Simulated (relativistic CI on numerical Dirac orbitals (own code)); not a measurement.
Method of calculation: Dirac-Coulomb-Breit CI, KLI orbitals optimised for each configuration, QED by a radiative potential, unscaled Slater integrals (own radial code, finite nucleus).

The strongest absorption lines from the ground level of an ion, among the configurations computed and to levels below about 165 eV (vacuum wavelength in Å, gf): 75.364 (0.035), 78.129 (0.033), 79.654 (0.061), 84.647 (0.045), 90.640 (0.43), 90.700 (0.11), 92.477 (0.28), 94.610 (0.18).

(1) Which ion is it?
A. Tb²³⁺
B. Tb²⁵⁺
C. Eu²¹⁺
D. Ho²⁵⁺

## Answers

(1) A. Tb²³⁺ has 42 electrons and the ground level 4s²4p⁶4d⁶ ⁵D4; the strongest line goes to 4s²4p⁵4d⁷ ⁵P°3. The pattern of lines fixes the number of electrons, and along that sequence the line energies rise steadily with the charge (about as its square where n changes within one kind of shell, about linearly where n is kept but much faster in heavy ions where fine structure, which grows about as Z⁴, sets the gap, and irregularly where shells cross), which fixes Z. Configurations outside the model, such as inner-shell arrays, can give stronger lines. At this charge energies of transitions that change n are usually good to better than 1 %, and those within a shell (Δn = 0) to a few per cent. Terms inside the open d or f shell come out 10 to 20 % too wide with unscaled integrals.

LS names give the leading component of a level, which can be under half, so a name can repeat, a term be missing and a line seem to break the LS rules.
